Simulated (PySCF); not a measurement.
bromine monochloride (BrCl), SMILES BrCl. Geometry: B3LYP-D3(BJ)/def2-TZVP.

Computed equilibrium geometry at B3LYP-D3(BJ)/def2-TZVP (PySCF confirms it by a frequency run) as a Z-matrix, and its point group:
point group C∞v.
```
Cl
Br 1 2.1653
```
Charge 0, spin multiplicity 1.
